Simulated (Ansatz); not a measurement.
Basis sets compared for 1-butyl-3-methylimidazolium dicyanamide, `CCCCn1cc[n+](C)c1.N#C[N-]C#N`. Total charge 0; singlet. Geometry r2SCAN-D4/def2-SVP. Ansatz on 4 threads of AMD EPYC 7R43 on a shared host; times are rough, and most runs start from earlier orbitals.

```xyz
30

C    -3.030    1.328    2.734
C    -1.774    0.591    2.286
C    -0.715    1.523    1.702
C     0.571    0.829    1.273
N     0.350   -0.164    0.214
C     0.374   -1.538    0.341
C     0.215   -2.063   -0.912
N     0.077   -0.997   -1.776
C    -0.025   -1.110   -3.226
C     0.177    0.141   -1.078
H    -2.798    2.077    3.509
H    -3.778    0.636    3.150
H    -3.500    1.861    1.891
H    -1.338    0.040    3.140
H    -2.043   -0.176    1.536
H    -1.133    2.081    0.843
H    -0.436    2.290    2.446
H     1.318    1.532    0.865
H     1.029    0.286    2.113
H     0.532   -2.021    1.302
H     0.251   -3.087   -1.273
H     0.043   -0.106   -3.663
H    -0.987   -1.570   -3.496
H     0.823   -1.725   -3.567
H     0.207    1.147   -1.491
N     2.762   -2.407   -2.632
C     3.239   -1.419   -2.191
N     3.819   -0.364   -1.695
C     3.162    0.699   -1.347
N     2.609    1.687   -0.997
```

Binding counts from free atoms (C triplet, N quartet, H doublet) in the same basis, without a counterpoise term.

| level | functions | energy (Eh) | HOMO (eV) | LUMO (eV) | binding per atom (eV) | wall time |
| --- | --- | --- | --- | --- | --- | --- |
| HF/STO-3G | 90 | -651.3527 | -3.91 | 5.10 | 3.42 | 1.9 s |
| HF/6-31G | 165 | -659.2810 | -8.08 | 2.90 | 2.82 | 5.5 s |
| PBE-D4/def2-SVP | 285 | -662.5283 | -4.30 | -1.98 | 4.72 | 7.5 s |
| PBE0-D4/def2-SVP | 285 | -662.5697 | -5.51 | -1.05 | 4.59 | 15 s |

Problem. Estimate the rows for PBE-D4/def2-TZVP (with forces), PBE0-D4/def2-TZVP.

Solution. 
| level | functions | energy (Eh) | HOMO (eV) | LUMO (eV) | binding per atom (eV) | wall time |
| --- | --- | --- | --- | --- | --- | --- |
| PBE-D4/def2-TZVP (with forces) | 555 | -663.2538 | -4.58 | -2.07 | 4.66 | 22 s |
| PBE0-D4/def2-TZVP | 555 | -663.2868 | -5.74 | -1.12 | 4.53 | 45 s |
